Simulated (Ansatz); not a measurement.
`CC1=C[CH]1[SnH3]` and `C#CC1C=C1C` differ in one atom or group.

Ansatz, PBE0-D4/def2-TZVP geometries, multiplicity 1. 

Elements past krypton have def2 core potentials.

| property | `CC1=C[CH]1[SnH3]` |
| --- | --- |
| size of the dipole moment (PBE/def2-TZVPP) / D | 2.11 |
| size of the dipole moment (B3LYP/def2-TZVPP) / D | 2.04 |
| HOMO–LUMO gap (B3LYP/def2-TZVPP) / eV | 6.01 |
| HOMO–LUMO gap (PBE/def2-TZVPP) / eV | 4.38 |
| LUMO energy (PBE0/def2-TZVPP) / eV | 0.08 |
| LUMO energy (B3LYP/def2-TZVPP) / eV | -0.16 |

**Question.** Give the same properties after the change, and the shifts. (Estimate.)

**Answer.** The calculation gave: 
```json
{"property": "size of the dipole moment (PBE/def2-TZVPP) / D", "`C#CC1C=C1C`": "1.72", "shift": "-0.39"}
{"property": "size of the dipole moment (B3LYP/def2-TZVPP) / D", "`C#CC1C=C1C`": "1.68", "shift": "-0.36"}
{"property": "HOMO–LUMO gap (B3LYP/def2-TZVPP) / eV", "`C#CC1C=C1C`": "6.68", "shift": "0.67"}
{"property": "HOMO–LUMO gap (PBE/def2-TZVPP) / eV", "`C#CC1C=C1C`": "4.94", "shift": "0.56"}
{"property": "LUMO energy (PBE0/def2-TZVPP) / eV", "`C#CC1C=C1C`": "0.12", "shift": "0.04"}
{"property": "LUMO energy (B3LYP/def2-TZVPP) / eV", "`C#CC1C=C1C`": "-0.12", "shift": "0.04"}
```

Dipoles are sizes alone; their direction can turn.

B3LYP here is the variant with VWN-RPA as its local correlation; programs differ in this.
